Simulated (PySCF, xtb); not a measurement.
B(Me)2(OSiH3) (C2H9BOSi), SMILES CB(C)O[SiH3].

Coordinates come from a r2SCAN-D4/def2-SVP optimisation. The structure was generated by enumeration, and PubChem lists no compound with its InChIKey, so it may never have been made. One conformer was computed; it need not be the lowest.

Calculation: IEF-PCM-ωB97X/def2-SVP (PySCF 2.14.0).

The values are the electrostatic part of the solvation free energy, E(continuum) − E(gas) at the gas-phase geometry, in a cavity of scaled van der Waals radii (PySCF's table); cavitation and dispersion terms are not included. In vacuum the orbital gap is 13.17 eV. The dipole moment in vacuum is 0.80 D.

Computed values in water (ε = 78.36), acetonitrile (ε = 35.69), ethanol (ε = 24.85):
| solvent | ε | ΔG(elec) (kcal/mol) | dipole (D) | gap (eV) |
|---|---|---|---|---|
| water | 78.36 | -1.4 | 1.08 | 13.22 |
| acetonitrile | 35.69 | -1.4 | 1.07 | 13.21 |
| ethanol | 24.85 | -1.3 | 1.06 | 13.21 |

For comparison, GFN2-xTB/ALPB(water) (xtb, at the GFN2-xTB geometry, all terms of that model) gives 0.5 kcal/mol.
